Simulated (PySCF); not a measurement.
# Si3BH9O5

Si3BH9O5 is a molecule drawn as a unit of a network glass or zeolite (built as: Si B3 Si Si, H ends, O bridges), neutral, singlet. The structure, one conformer, was relaxed in the gas phase by PBE0-D3(BJ)/def2-SVP. No frequency run checks that it is a minimum.

SMILES: OB(O)O[SiH](O[SiH3])O[SiH3]

Coordinates in Å:
```
O1      3.088   -0.437    0.826
B2      1.823   -0.272    0.355
O3      0.810    0.038    1.224
O4      1.521   -0.405   -0.968
Si5    -0.003   -0.218   -1.625
O6     -0.540    1.305   -1.342
Si7    -0.839    2.442   -0.166
O8     -1.019   -1.328   -0.974
Si9    -1.601   -1.977    0.443
H10     3.703   -0.651    0.117
H11     1.109    0.114    2.136
H12     0.106   -0.440   -3.075
H13    -1.557    3.574   -0.820
H14     0.441    2.952    0.408
H15    -1.694    1.882    0.920
H16    -0.519   -2.705    1.170
H17    -2.671   -2.949    0.076
H18    -2.178   -0.919    1.321
```

Shieldings: GIAO PBE0/pcSseg-1. Shifts are against computed references at the same level: H TMS (σ 31.27 ppm), Si TMS (σ 352.0 ppm). Core levels by delta-SCF with SCAN, pcX-2 on the ionised atom and pcseg-1 elsewhere, spin-free X2C (2p3/2 is the spin-free 2p value less a third of a first-order spin-orbit splitting); from the vacuum level, for chosen atoms.

Problem. Give the NMR and core-level values of the distinct atoms.

Solution. 
```json
{"atoms": "O1", "bonded to": "1 B + 1 H", "σ (ppm)": "243.2", "δ (ppm)": "-", "core level (eV)": "1s 539.42"}
{"atoms": "B2", "bonded to": "3 O", "σ (ppm)": "82.2", "δ (ppm)": "-", "core level (eV)": "-"}
{"atoms": "O3", "bonded to": "1 B + 1 H", "σ (ppm)": "243.8", "δ (ppm)": "-", "core level (eV)": "-"}
{"atoms": "O4", "bonded to": "1 B + 1 Si", "σ (ppm)": "205.8", "δ (ppm)": "-", "core level (eV)": "1s 538.38"}
{"atoms": "Si5", "bonded to": "3 O + 1 H", "σ (ppm)": "419.3", "δ (ppm)": "-67.4", "core level (eV)": "2p3/2 108.27"}
{"atoms": "O6", "bonded to": "2 Si", "σ (ppm)": "280.8", "δ (ppm)": "-", "core level (eV)": "1s 537.89"}
{"atoms": "Si7 Si9", "bonded to": "1 O + 3 H", "σ (ppm)": "389.7", "δ (ppm)": "-37.7", "core level (eV)": "-"}
{"atoms": "O8", "bonded to": "2 Si", "σ (ppm)": "281.2", "δ (ppm)": "-", "core level (eV)": "1s 537.89"}
{"atoms": "H10", "bonded to": "1 O", "σ (ppm)": "27.89", "δ (ppm)": "3.37", "core level (eV)": "-"}
{"atoms": "H11", "bonded to": "1 O", "σ (ppm)": "27.92", "δ (ppm)": "3.35", "core level (eV)": "-"}
{"atoms": "H12", "bonded to": "1 Si", "σ (ppm)": "27.06", "δ (ppm)": "4.21", "core level (eV)": "-"}
{"atoms": "H13 H14 H15", "bonded to": "1 Si", "σ (ppm)": "26.20", "δ (ppm)": "5.07", "core level (eV)": "-"}
{"atoms": "H16 H17 H18", "bonded to": "1 Si", "σ (ppm)": "26.20", "δ (ppm)": "5.07", "core level (eV)": "-"}
```

Values are those of this one static structure, with the three H of a rotating XH3 group averaged; atoms that internal rotation interchanges would show their mean in an NMR spectrum.

Problem. Which of O1, O4, O6, O8 holds its core electrons tightest, and by how much against the loosest?

Solution. O1 (bonded to 1 B + 1 H), by 1.53 eV over O6 (bonded to 2 Si).

Problem. By CAM-B3LYP/def2-SVPD (TDDFT singlets, Tamm-Dancoff triplets, ionisation by delta-SCF), where does absorption start, and what does vertical ionisation take?

Solution. The first singlet with intensity lies at 7.83 eV (f 0.002); what lies below it is dark. The lowest singlet lies at 7.69 eV (f 0.000), the strongest of the first 6 at 8.23 eV (f 0.008), the lowest triplet at 7.32 eV; vertical ionisation takes 10.80 eV.

The 3 runs behind this took 12 min in all, one thread each of Arm Neoverse V1 on a shared host, launched as `OMP_NUM_THREADS=1 python cluster_run.py task.json out`.
